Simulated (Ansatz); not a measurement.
Basis-set extrapolation for C$_{2}$H$_{8}$O$_{2}$Si$_{2}$, SMILES `C=C[SiH2][SiH](O)O` (PBE0-D4/def2-TZVP geometry, frozen core, the Gaussian-basis code of Ansatz). Multiplicity 1, RHF reference.

```
                      def2-TZVPP   def2-QZVPP
                 HF  -808.189437  -808.218522
    MP2 correlation    -1.047342    -1.126569
CCSD(T) correlation    -1.142776      not run
```

Energies in hartree. Use E(X) = E(∞) + A·exp(−7.88·√X) for Hartree–Fock and E(X) = E(∞) + B·X^(−2.97) for correlation, with X = 3 and 4, and add CCSD(T) minus MP2 of the smaller set to the MP2 limit.

Task: What is the CCSD(T) energy at the basis-set limit?

Result: HF limit: -808.218522 + (-0.029085) × 0.13774 = -808.22253. MP2 limit: -1.126569 + (-0.079227) × 0.74074 = -1.18526. Higher-order term: -1.142776 − (-1.047342) = -0.09543. Total: -809.50322 hartree, 449.0 kJ/mol below CCSD(T)/def2-TZVPP.
